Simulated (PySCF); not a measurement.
# Working out the ionisation energy of Co⁺

Co⁺ [Ar] 3d8 (3F) → Co²⁺ [Ar] 3d7 (4F). Calculation: PySCF 2.14, in pcseg-2 (6s4p3d2f1g, 56 functions); no relativity, point nucleus. Frozen: [Ar]. Energies in hartree (1 hartree = 27.21139 eV):

```csv
part,Co⁺ (lower),Co²⁺ (upper)
UHF,-1381.109616,-1380.584086
MP2 opposite-spin,-0.154784,-0.086513
MP2 same-spin,-0.093708,-0.065387
```

Q: What does Hartree-Fock give?

A: (-1380.584086) − (-1381.109616) = 0.525530 hartree = 14.300 eV.

Q: What do MP2 and SCS-MP2 (6/5 opposite-spin, 1/3 same-spin) give?

A: The opposite-spin parts differ by 1.858 eV and the same-spin parts by 0.771 eV. MP2: 14.300 + (1.858) + (0.771) = 16.929 eV. SCS-MP2: 14.300 + 1.2 × (1.858) + (0.771)/3 = 16.787 eV.

Reference: 17.084 eV (measured; NIST Atomic Spectra Database, ionization energies), between the lowest levels; spin-orbit coupling is absent from the calculation.

The calculation is non-relativistic.

What remains against the reference includes basis incompleteness, the frozen core and correlation beyond second order.
